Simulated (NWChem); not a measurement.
System: C2H6Si; SMILES C(=C)[SiH3]

Here is an NWChem input.

```
start job
memory heap 200 mb stack 900 mb global 1100 mb
geometry units angstroms noautosym nocenter noautoz
  Si    -0.057545    -1.076692     0.000344
  C      0.529748     0.698904     0.000702
  C     -0.293272     1.753829    -0.000828
  H      0.467799    -1.812514    -1.191898
  H     -1.551856    -1.101167    -0.026197
  H      0.423496    -1.799082     1.219320
  H      1.611600     0.889897     0.002978
  H      0.081521     2.783790     0.000501
  H     -1.383331     1.638379    -0.003792
end
basis spherical
  * library def2-svp
end
dft
  xc pbe0
  iterations 150
end
cosmo
  do_cosmo_smd true
  solvent water
end
task dft energy
```

Parts of the log:

```
             Northwest Computational Chemistry Package (NWChem) 7.3.0
             --------------------------------------------------------

                             Geometry "geometry" -> ""
                             -------------------------

 Output coordinates in angstroms (scale by  1.889725989 to convert to a.u.)

  No.       Tag          Charge          X              Y              Z
 ---- ---------------- ---------- -------------- -------------- --------------
    1 Si                  14.0000    -0.05754500    -1.07669200     0.00034400
    2 C                    6.0000     0.52974800     0.69890400     0.00070200
    3 C                    6.0000    -0.29327200     1.75382900    -0.00082800
    4 H                    1.0000     0.46779900    -1.81251400    -1.19189800
    5 H                    1.0000    -1.55185600    -1.10116700    -0.02619700
    6 H                    1.0000     0.42349600    -1.79908200     1.21932000
    7 H                    1.0000     1.61160000     0.88989700     0.00297800
    8 H                    1.0000     0.08152100     2.78379000     0.00050100
    9 H                    1.0000    -1.38333100     1.63837900    -0.00379200

 Effective nuclear repulsion energy (a.u.)      97.6507416841

                                 NWChem DFT Module
                                 -----------------

 Summary of "ao basis" -> "ao basis" (spherical)
 ------------------------------------------------------------------------------
       Tag                 Description            Shells   Functions and Types
 ---------------- ------------------------------  ------  ---------------------
 Si                         def2-svp                 8       18   4s3p1d
 C                          def2-svp                 6       14   3s2p1d
 H                          def2-svp                 3        5   2s1p

 in cosmo_initialize ...
 calling solv_data for solv:h2o

 solvent parameters
 solvname_short: h2o
 solvname_long:  water
 dielec:       78.4000
 dielecinf:     1.7769
 aqueous SMD model solvent descriptors
 dielec:       78.4000
 sola:          0.8200

          ---------------
          -cosmo- solvent
          ---------------
 Cosmo: York-Karplus, doi: 10.1021/jp992097l
 dielectric constant -eps-     =  78.40
 screen = (eps-1)/(eps    )    =   0.98724
 surface charge correction     = lagrangian

   van der Waals surface
 --------------------------

 ---------- ATOMIC COORDINATES (A.U.) ------------ VDWR(ANG.) --
     1   -0.10874428   -2.03465285    0.00065007     2.470
     2    1.00107856    1.32073705    0.00132659     1.850
     3   -0.55420372    3.31425624   -0.00156469     1.850
     4    0.88401193   -3.42515481   -2.25236063     1.200
     5   -2.93258261   -2.08090390   -0.04950515     1.200
     6    0.80029140   -3.39977201    2.30418069     1.200
     7    3.04548240    1.68166149    0.00562760     1.200
     8    0.15405235    5.26060031    0.00094675     1.200
     9   -2.61411654    3.09608738   -0.00716584     1.200
 number of segments per atom =        128
 number of   points per atom =        128
 atom (   nspa,  nppa )
 ----------------------
    1 (     94,     0 )       0
    2 (     36,     0 )       0
    3 (     63,     0 )       0
    4 (     33,     0 )       0
    5 (     36,     0 )       0
    6 (     33,     0 )       0
    7 (     54,     0 )       0
    8 (     56,     0 )       0
    9 (     53,     0 )       0
 number of -cosmo- surface points =      458
 molecular surface =    106.824 angstrom**2
 molecular volume  =     91.021 angstrom**3
 -lineq- algorithm             =   0
 -bem- low  level              =   3
 -bem- from -octahedral-
 gaussian surface charge width =   4.50000
 degree of switching           =   1.00000
 switching function tolerance  =   0.00010
 atomic radii =
 --------------
    1 14.000  2.470
    2  6.000  1.850
    3  6.000  1.850
    4  1.000  1.200
    5  1.000  1.200
    6  1.000  1.200
    7  1.000  1.200
    8  1.000  1.200
    9  1.000  1.200
 ...... end of -cosmo- initialization ......

 nat:                     9
 ixmem:                  4523
 calling mnsol_interface()
 G(SMD-CDS) energy (kcal/mol)  =     3.918
 SMD-CDS SASA (angstrom**2)    =   131.106

[...]

                                COSMO-SMD solvation results
                                ---------------------------

             internal energy in gas <Psi(g)|H|Psi(g)> =      -368.902880544862
         internal energy in solvent <Psi(s)|H|Psi(s)> =      -368.902647624882
                               delta internal energy  =         0.000232919980 (    0.15 kcal/mol)
   total free energy in solvent <Psi(s)|H+V/2|Psi(s)> =      -368.905097482074
 polarization energy contribution <Psi(s)|V/2|Psi(s)> =        -0.002449857192 (   -1.54 kcal/mol)
    total free energy in solvent including G(SMD-CDS) =      -368.898853228298
                       G(SMD-CDS) energy contribution =         0.006244253776 (    3.92 kcal/mol)
     1 M fixed-concentration free energy of solvation =         0.004027316564 (    2.53 kcal/mol)

                       DFT Final Molecular Orbital Analysis
                       ------------------------------------

 Vector   14  Occ=2.000000D+00  E=-3.543253D-01
              MO Center= -5.6D-01, -1.2D+00, -2.5D-02, r^2= 2.5D+00
   Bfn.  Coefficient  Atom+Function         Bfn.  Coefficient  Atom+Function
  ----- ------------  ---------------      ----- ------------  ---------------
    52      0.366034  5 H  s                  8     -0.271092  1 Si px
    53      0.210314  5 H  s                 47     -0.195700  4 H  s
    11     -0.194332  1 Si px                57     -0.183781  6 H  s
     5      0.153637  1 Si px                48     -0.110408  4 H  s
     9      0.106826  1 Si py                58     -0.103618  6 H  s

 Vector   15  Occ=2.000000D+00  E=-3.293988D-01
              MO Center=  1.5D-01,  5.3D-01,  9.9D-04, r^2= 3.1D+00
   Bfn.  Coefficient  Atom+Function         Bfn.  Coefficient  Atom+Function
  ----- ------------  ---------------      ----- ------------  ---------------
    23      0.307836  2 C  py                 9     -0.245212  1 Si py
    62      0.226987  7 H  s                 67     -0.222640  8 H  s
    22      0.206911  2 C  px                72      0.185498  9 H  s
    37     -0.180922  3 C  py                12     -0.154551  1 Si py
    26      0.150968  2 C  py                 6      0.133168  1 Si py

 Vector   16  Occ=2.000000D+00  E=-2.938531D-01
              MO Center=  1.4D-01,  8.2D-01,  3.9D-03, r^2= 2.7D+00
   Bfn.  Coefficient  Atom+Function         Bfn.  Coefficient  Atom+Function
  ----- ------------  ---------------      ----- ------------  ---------------
    38      0.382249  3 C  pz                24      0.373157  2 C  pz
    41      0.265134  3 C  pz                27      0.263539  2 C  pz
    57     -0.140853  6 H  s                 47      0.138113  4 H  s
    58     -0.120585  6 H  s                 48      0.118509  4 H  s
    10     -0.080767  1 Si pz                15      0.063413  1 Si d -1

 Vector   17  Occ=0.000000D+00  E=-1.370590D-02
              MO Center=  6.7D-02,  9.3D-01,  5.3D-04, r^2= 2.9D+00
   Bfn.  Coefficient  Atom+Function         Bfn.  Coefficient  Atom+Function
  ----- ------------  ---------------      ----- ------------  ---------------
    41      0.597449  3 C  pz                27     -0.515998  2 C  pz
    38      0.422711  3 C  pz                24     -0.349399  2 C  pz
    13     -0.320714  1 Si pz                58      0.295409  6 H  s
    48     -0.285717  4 H  s                 15     -0.107862  1 Si d -1
    57      0.104870  6 H  s                 47     -0.102655  4 H  s

 Vector   18  Occ=0.000000D+00  E= 5.012149D-02
              MO Center= -1.4D-01, -1.1D+00,  3.8D-04, r^2= 4.2D+00
   Bfn.  Coefficient  Atom+Function         Bfn.  Coefficient  Atom+Function
  ----- ------------  ---------------      ----- ------------  ---------------
    21     -1.404232  2 C  s                 12      1.355257  1 Si py
    11      0.571134  1 Si px                53      0.466005  5 H  s
    26      0.447490  2 C  py                48      0.376012  4 H  s
    58      0.370460  6 H  s                 63      0.354178  7 H  s
    73      0.354786  9 H  s                 35     -0.211125  3 C  s

 Vector   19  Occ=0.000000D+00  E= 6.412266D-02
              MO Center=  4.7D-02, -8.5D-01,  5.8D-03, r^2= 4.4D+00
   Bfn.  Coefficient  Atom+Function         Bfn.  Coefficient  Atom+Function
  ----- ------------  ---------------      ----- ------------  ---------------
    11      1.362372  1 Si px                53      1.221080  5 H  s
    48     -0.625906  4 H  s                 58     -0.571023  6 H  s
    12     -0.517701  1 Si py                35      0.497148  3 C  s
    68     -0.358035  8 H  s                 63     -0.230166  7 H  s
     8      0.211433  1 Si px                52      0.185368  5 H  s

     Multipole analysis of the density
     ---------------------------------

     L   x y z        total         alpha         beta         nuclear
     -   - - -        -----         -----         ----         -------
     0   0 0 0     -0.000000    -16.000000    -16.000000     32.000000

     1   1 0 0      0.052744     -0.221612     -0.221612      0.495968
     1   0 1 0      0.377374     -0.039982     -0.039982      0.457338
     1   0 0 1     -0.000037     -0.004716     -0.004716      0.009396

     2   2 0 0    -19.808664    -26.992152    -26.992152     34.175639
     2   1 1 0     -0.047973      0.875010      0.875010     -1.797992
     2   1 0 1      0.006357     -0.019961     -0.019961      0.046279
     2   0 2 0    -19.829933   -110.933552   -110.933552    202.037170
     2   0 1 1      0.002361      0.032606      0.032606     -0.062851
     2   0 0 2    -22.346650    -16.365797    -16.365797     10.384943
```

Level: PBE0/def2-SVP, SMD on the gas-phase geometry. Coordinates come from a PBE0/def2-SVP optimisation. Solvent: water.
